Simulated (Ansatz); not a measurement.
System: C7H15, net charge 0, doublet state. It need not be the lowest isomer of its formula. 
Structure (B3LYP-D3(BJ)/def2-TZVP (Ansatz, an electronic-structure program) minimum search):
SMILES: [CH2]CC(C)(C)CC
```xyz
22

C     -1.8886    -1.2427    -0.0681
C     -1.0292    -0.4016     0.7990
C     -0.0040     0.5154     0.0554
C      0.8210     1.2602     1.1096
C     -0.7613     1.5385    -0.7976
C      0.9096    -0.3095    -0.8732
C      1.7177    -1.4255    -0.2158
H     -2.8098    -0.8609    -0.4858
H     -1.5761    -2.2309    -0.3763
H     -1.6523     0.2566     1.4134
H     -0.4684    -1.0357     1.4909
H      0.1782     1.8917     1.7269
H      1.5659     1.9040     0.6356
H      1.3449     0.5731     1.7756
H     -0.0643     2.2142    -1.2987
H     -1.3610     1.0465    -1.5651
H     -1.4302     2.1444    -0.1817
H      0.2905    -0.7396    -1.6655
H      1.5965     0.3849    -1.3678
H      2.3809    -1.0458     0.5630
H      1.0732    -2.1816     0.2359
H      2.3405    -1.9301    -0.9565
```
Charge 0, spin multiplicity 2.

Property: atomisation energy (electronic, to ground-state atoms), in kcal/mol. Cores are frozen in the correlated levels unless marked. Open shells are spin-unrestricted. No spin-orbit coupling. Non-relativistic. The coupled-cluster limit lacks core correlation, which all-electron functionals hold. CBS marks a two-point X^-3 extrapolation of the correlation energy; Hartree-Fock from the larger set. [CCSD(T)-MP2]/basis is that difference in the basis named.

| level | program | atomisation energy (kcal/mol) |
|---|---|---|
| revPBE-D3(BJ)/def2-TZVPD | Ansatz + dftd3 | (withheld) |
| r2SCAN-D3(BJ)/def2-TZVPD | Ansatz + dftd3 | 2083.7 |
| B97M-V/def2-TZVPD | Ansatz | 2077.6 |
| B3LYP/def2-TZVPD | Ansatz | (withheld) |
| PBE0/def2-SVP | Ansatz | 2103.6 |
| PBE0-D3(BJ)/def2-TZVPD | Ansatz + dftd3 | 2093.6 |
| PBE0-D4/def2-TZVP | Ansatz + dftd4 | 2092.5 |
| PBE0/def2-TZVPD | Ansatz | 2082.5 |
| HSE06-D4/def2-TZVPD | Ansatz + dftd4 | 2093.8 |
| HSE06/def2-TZVPD | Ansatz | 2084.2 |
| B2GP-PLYP-D3(BJ)/def2-TZVPD | Ansatz + dftd3 | 2053.7 |
| B2GP-PLYP/def2-TZVPD | Ansatz | 2047.0 |
| B2PLYP-D4/def2-TZVPD | Ansatz + dftd4 | (withheld) |
| SCS-MP2/cc-pVDZ | Ansatz | 1948.6 |
| CCSD/cc-pVDZ | Ansatz | 1927.4 |
| RI-MP2/CBS(cc-pVTZ,cc-pVQZ)+[CCSD(T)-MP2]/cc-pVTZ | Ansatz | 2077.4 |

**Question.** What belongs in the gaps?

**Answer.** 
- revPBE-D3(BJ)/def2-TZVPD, atomisation energy (kcal/mol): 2065.1
- B3LYP/def2-TZVPD, atomisation energy (kcal/mol): 2058.7
- B2PLYP-D4/def2-TZVPD, atomisation energy (kcal/mol): 2057.4
